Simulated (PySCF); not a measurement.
# Input and output

[Nd(NH3)3]3+ (singlet in the valence; each metal's 4f electrons, 3 of them, lie in its core potential, out of spins and levels). PySCF 2.14.0, RKS PBE0, Nd lcecp-1-SVP with ECP49, N def2-SVP, H def2-SVP; non-relativistic Hamiltonian with scalar-relativistic core potentials where named; density fitting; no spin-orbit coupling. Purpose: finer grid at the relaxed geometry.

```python
mol = gto.M(atom='''
Nd     0.00000     0.00000     0.73727
N      2.35559    -0.00048    -0.01738
H      3.04230    -0.27153     0.71123
H      2.58687    -0.64134    -0.79806
H      2.72370     0.90923    -0.34961
N     -1.17739     2.04024    -0.01738
H     -1.28600     2.77047     0.71123
H     -0.73802     2.56096    -0.79806
H     -2.14927     1.90418    -0.34961
N     -1.17821    -2.03977    -0.01738
H     -1.75630    -2.49894     0.71123
H     -1.84885    -1.91962    -0.79806
H     -0.57444    -2.81341    -0.34961''',
    basis={'Nd': 'lcecp-1-SVP', 'N': 'def2-SVP', 'H': 'def2-SVP'},
    ecp={'Nd': 'lcecp-1-SVP'},
    charge=3, spin=0)
mf = dft.RKS(mol, xc='PBE0')
mf.grids.atom_grid = (75, 302)  # f atoms: unpruned, at least (60, 302)
mf = mf.density_fit()  # fitting sets: Nd AutoAux, N def2-universal-JKFIT, H def2-universal-JKFIT
mf.conv_tol = 1e-09; mf.max_cycle = 55
mf.kernel(dm0)  # dm0: converged density of the relaxed state
mf.nuc_grad_method().kernel()
```

Run from Python with OMP_NUM_THREADS=2; the lines above give its settings. Where DIIS fails, smearing, a level shift and second-order steps follow.
It took 21 s on 2 threads of Arm Neoverse V2 (shared host), with gradient, populations and further properties, from an already converged density.

**Question.** Where do the frontier levels lie, over both spins?

**Answer.** HOMO -24.29 eV, LUMO -16.35 eV. The 4f levels lie in the core potential and are missing.

**Question.** What are the Mulliken charges and spins?

**Answer.** 
```tsv
atom	charge (e)	spin (e)
Nd1	1.851	0.000
N2	-0.377	0.000
H3	0.255	0.000
H4	0.252	0.000
H5	0.253	0.000
N6	-0.377	0.000
H7	0.255	0.000
H8	0.252	0.000
H9	0.253	0.000
N10	-0.377	0.000
H11	0.255	0.000
H12	0.252	0.000
H13	0.253	0.000
```
The spin of the 4f electrons in the core isn't counted.

**Question.** What forces act on the atoms (eV/Å)?

**Answer.** 
```
Nd   0.00  0.00  0.00
N   -0.01 -0.01  0.01
H    0.00  0.00 -0.01
H    0.00  0.00  0.00
H    0.00  0.01  0.00
N    0.01  0.00  0.01
H    0.00  0.00 -0.01
H    0.00  0.00  0.00
H   -0.01  0.00  0.00
N    0.00  0.01  0.01
H    0.00  0.00 -0.01
H    0.00  0.00  0.00
H    0.00  0.00  0.00
```
Forces carry noise of the integration grid, about 0.01 to 0.03 eV/Å.

An lcecp potential fixes the number of 4f electrons, so in runs with it no electron can move into or out of that shell.
